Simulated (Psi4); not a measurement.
Pair of molecules, SMILES N with SMILES Br (the first has 4 atoms); geometry from B3LYP-D3(BJ)/def2-TZVP, rigid monomers moved along the line of their centres of mass till N1···H6 is 1.49 Å.
(charge 0, multiplicity 1):
```xyz
6

N      0.2635    -0.0225     0.4461
H      1.1958     0.0311     0.0518
H     -0.1763    -0.8770     0.1234
H     -0.2766     0.7669     0.1102
Br     0.3984     0.0099     3.4420
H      0.3303    -0.0065     1.9300
```

Computed with SAPT0/aug-cc-pVDZ (Psi4 1.11).

Q: Give the four SAPT terms and the total, and say what mostly holds the pair together.

A: electrostatics -36.19, exchange 62.38, induction -30.32, dispersion -9.55, total -13.67 kcal/mol; the largest attraction is electrostatics.
